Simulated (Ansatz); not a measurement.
Wavefunction ladder for C2H5BSe, SMILES `CB1C[Se]1`

```xyz
9

C     0.978   -0.370   -0.965
B    -0.068   -0.262    0.164
C    -1.020    0.669    0.913
Se   -0.969   -1.262    1.504
H     1.397   -1.368   -1.088
H     0.526   -0.058   -1.913
H     1.795    0.336   -0.778
H    -1.978    0.959    0.490
H    -0.660    1.356    1.674
```

Total charge 0; spin multiplicity 1. Correlated methods include outer-core shells of Se, which these sets cover unevenly. Scalar relativity is left out up to krypton. All single points use the PBE0-D4/def2-TZVP geometry. Frozen core, restricted reference, Ansatz.

```tsv
basis	HF (Eh)	MP2 corr.	CCSD corr.	(T)	CCSD(T) total
def2-SVP	-2502.80364	-0.59808	-0.63099	-0.02170	-2503.45633
def2-TZVPP	-2503.21385	-0.71335	-0.74140	-0.03278	-2503.98803
def2-QZVPP	-2503.26552	-1.04413	–	–	–
```
